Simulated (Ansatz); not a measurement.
Geometry optimisation, RKS B3LYP-D4/def2-SVP in Ansatz.

input.yaml

```yaml
crystal:
  periodic: [false, false, false]
  atoms:
    - { symbol: C, position_ang: [-1.2415, 0.906, 0.2442] }
    - { symbol: C, position_ang: [-0.1436, -0.0097, -0.071] }
    - { symbol: Ge, position_ang: [1.4429, 0.1341, 0.9993] }
    - { symbol: B, position_ang: [-0.4879, -1.5054, -0.4416] }
    - { symbol: C, position_ang: [0.0462, -0.4281, -1.4887] }
    - { symbol: H, position_ang: [-1.5954, 0.8541, 1.2925] }
    - { symbol: H, position_ang: [-0.9243, 1.9971, 0.0712] }
    - { symbol: H, position_ang: [-2.1362, 0.7758, -0.4198] }
    - { symbol: H, position_ang: [2.12343, 1.51787, 0.84849] }
    - { symbol: H, position_ang: [2.50773, -0.95094, 0.57619] }
    - { symbol: H, position_ang: [1.11589, -0.08858, 2.50213] }
    - { symbol: H, position_ang: [-0.9632, -2.5772, -0.1492] }
    - { symbol: H, position_ang: [-0.7599, -0.0485, -2.2238] }
    - { symbol: H, position_ang: [1.0507, -0.6623, -1.7742] }
basis:
  gaussian: { orbitals: def2-SVP }
hamiltonian:
  xc: b3lyp
  dispersion: d4
relax:
  f_tol: 0.015
  max_steps: 40
output:
  orbitals: {}
```

Command:

```bash
$ ansatz run input.yaml --threads 2 --pin off --max-ram 3072MiB --backend cpu --events-out ev --progress --plain --runs-dir out
```

Where does it end, and by what steps?

The run converged. After 11 steps the energy has fallen by 0.447 eV; H14 moved furthest, 0.21 Å.

```
step  energy less start (eV)  largest force component (eV/Å)  accepted
   0                  0.0000                           2.586       yes
   1                 -0.3598                           1.082       yes
   2                 -0.4372                           0.422       yes
   3                 -0.4429                           0.099       yes
   4                 -0.4444                           0.059       yes
   5                 -0.4452                           0.048       yes
   6                 -0.4457                           0.032       yes
   7                 -0.4460                           0.017       yes
   8                 -0.4463                           0.021       yes
   9                 -0.4465                           0.030       yes
  10                 -0.4466                           0.023       yes
  11                 -0.4467                           0.011       yes
```

```xyz
14
Properties=species:S:1:pos:R:3
C -1.268 0.957 0.293
C -0.192 -0.070 -0.044
Ge 1.445 0.107 1.032
B -0.478 -1.501 -0.481
C 0.048 -0.500 -1.519
H -1.594 0.875 1.343
H -0.912 1.990 0.130
H -2.162 0.821 -0.338
H 2.123 1.463 0.718
H 2.433 -1.032 0.693
H 1.093 0.049 2.534
H -0.888 -2.591 -0.212
H -0.680 -0.129 -2.257
H 1.067 -0.525 -1.926
```

Whether the end is a true minimum wasn't checked by a vibrational analysis.

Time of the run: 55 s on 2 threads of Arm Neoverse V2, on a shared host, peak memory 0.39 GiB.
